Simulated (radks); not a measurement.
Task: Zn IV, configuration [Ar] 3d9. All-electron calculation, scalar-relativistic Kohn-Sham, MS2 meta-GGA, spin-unpolarised, spherical densities, finite nucleus; meta-GGA in the generalised Kohn-Sham scheme; Fermi nuclear charge, rms radius 3.9283 fm. Program: a radial shooting solver on a logarithmic mesh with Libxc functionals. Some entries of the table are withheld. Estimate them.

orbital  occ.  eigenvalue (hartree)  <r^2> (bohr^2)
1s          2             -352.2873             (1)
2s          2             -44.43111         0.06002
2p          6             -38.58688         0.04817
3s          2              -6.41740          0.5261
3p          6              -4.65851             (2)
3d          9                   (3)          0.8583

Result: 
(1) 1s <r^2> (bohr^2): 0.003400
(2) 3p <r^2> (bohr^2): 0.5855
(3) 3d eigenvalue (hartree): -1.85994
